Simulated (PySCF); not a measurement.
# Co: excitation energy

Co [Ar] 3d7 4s2 (4F) → Co [Ar] 3d7 4s1 5s1 (6F), as a difference of total energies. Calculation: PySCF 2.14, in aug-cc-pVQZ (9s8p6d4f3g2h, 140 functions); the non-relativistic Hamiltonian (point nucleus). Correlated levels: valence: [Ar] frozen. The calculations carry no spin-orbit coupling.

```csv
method,excitation energy (eV)
UHF,4.253
LDA,5.708
PBE,5.405
PBE0,5.224
r2SCAN,5.328
M06-2X,5.692
r2SCANh,5.292
BHandHLYP,5.454
MP2 (valence),5.325
SCS-MP2 (valence),5.531
```

Task: How much does correlation contribute at MP2 (valence)?

Result: 5.325 − (4.253) = 1.072 eV, measured against UHF.

The promoted electron is Rydberg-like, and one or two diffuse shells describe it only roughly, which tends to raise the upper state.
